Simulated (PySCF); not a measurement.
Identify the compound

Molecular formula: C7H11NOSi. Simulated spectra:

1H NMR (400 MHz, computed): δ 8.14 (d, 1H), 6.08 (br, 1H), 5.09 (m, 1H), 4.58 (m, 2H), 4.32 (t, 1H), 2.72 (m, 2H), 1.81 (m, 1H), 1.77 (m, 2H).

13C{1H} NMR (computed): δ 173.6 (C), 159.0 (CH), 91.3 (CH), 35.7 (CH2, 2C), 34.7 (CH), 16.6 (CH).

Non-relativistic, one conformer, no solvent model, equivalent nuclei averaged. NMR shieldings at PBE0/pcSseg-1/GIAO; geometry from GFN2-xTB; PySCF 2.14.

Chemical shifts δ = σref − σ; 1H (31.72 ppm) and 13C (186.93 ppm) vs TMS, all at this level.

Propose a structure and justify it.

Results:


The formula gives 4 degrees of unsaturation (2 rings in the answer). 6 carbon signals for 7 carbons: some carbons are equivalent by symmetry or fast rotation. Carbon types of the structure: 1 × C, 4 × CH, 2 × CH2, leaving 3 H on heteroatoms. δC 173.6: alkene carbon bearing nitrogen; an sp2 carbon further deshielded by the attached heteroatom. δC 159.0: amide carbonyl carbon; it is a carbonyl in resonance with an O or N lone pair, the region of acids, esters and amides. δC 91.3: β carbon of an enol-ether or enamine type C=C; the O or N lone pair pushes π density onto this β carbon and shields it. δC 35.7: sp3 CH2 in a ring; aliphatic region, no heteroatom directly attached. δC 34.7: allylic sp3 CH; aliphatic region, no heteroatom directly attached. δH 6.08: hydrogen on an amide-type nitrogen; exchangeable; this is the value without hydrogen bonding to other molecules. δH 4.32: hydrogen on a β carbon of an enol-ether or enamine type C=C; lone-pair donation from O or N shields it, upfield of ordinary alkene protons.

The compound is `C1(NC=O)=C[SiH2][C@H]2C[C@@H]1C2`.

This is the structure that produced the data.

OH and NH positions are those of a molecule without intermolecular hydrogen bonds; in solution they move with solvent, concentration and temperature, and exchange usually removes their couplings. Amide-type NH protons are broadened by 14N but still split neighbouring CH signals. Shifts are as computed. Against solution values, carbons near 30 ppm lie about +3 ppm off and those near 130 ppm about +5 ppm. Of 1309 compounds with measured shifts, 239 miss one by over three times the rms of a fit or turn the order of signals round; such compounds aren't used in these exercises. Hydrogen bonding in solution deshields acid and N–H amide carbonyl carbons by as much as 10 ppm beyond these values. No couplings were computed; multiplicities are counted from neighbouring protons, with m where these are inequivalent, close in shift, in a saturated or five-membered ring or joined by F or P, and br s for small geminal =CH2 splittings.
